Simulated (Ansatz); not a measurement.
`F[SiH2]S[SiH2]Cl` + `SS` → `F[SiH2]SS` + `S[SiH2]Cl`  (ligand exchange at the Si–S bond)

Calculated with Ansatz (gas phase, PBE0-D4/def2-TZVP geometries, no zero-point term in ΔE). CCSD(T)/CBS adds triple-zeta CCSD(T) − MP2 to the extrapolated MP2 energy (def2 sets, frozen cores). This one scheme is used for every species. DFT in def2-TZVPP. Each species was taken in one conformer, which may not be the lowest.

**Question.** Is it downhill or uphill in electronic energy at CCSD(T)/CBS, and by how much? (Estimate.)

**Answer.** Computed: Uphill: ΔE = +6.7 kJ/mol.

**Question.** What do these levels give: ωB97M-V, B2PLYP, PBE, r2SCAN, PBE0, MP2/def2-TZVPP, SCS-MP2/def2-TZVPP, CCSD/def2-TZVPP, CCSD(T)/def2-TZVPP, HF/def2-QZVPP, MP2/def2-QZVPP, HF/CBS(def2)? (Estimate.)

**Answer.** Ansatz gave: ωB97M-V 6.3, B2PLYP 5.5, PBE 3.3, r2SCAN 5.8, PBE0 4.9, MP2/def2-TZVPP 5.5, SCS-MP2/def2-TZVPP 6.1, CCSD/def2-TZVPP 6.8, CCSD(T)/def2-TZVPP 5.8, HF/def2-QZVPP 11.4, MP2/def2-QZVPP 6.2, HF/CBS(def2) 11.5 kJ/mol.

Largest T1 diagnostic among the species: 0.012.

In def2-TZVPP, CCSD(T) changes the Hartree–Fock value by −4.8 kJ/mol (the triples alone add −1.0 kJ/mol) and MP2 by −5.1 kJ/mol.
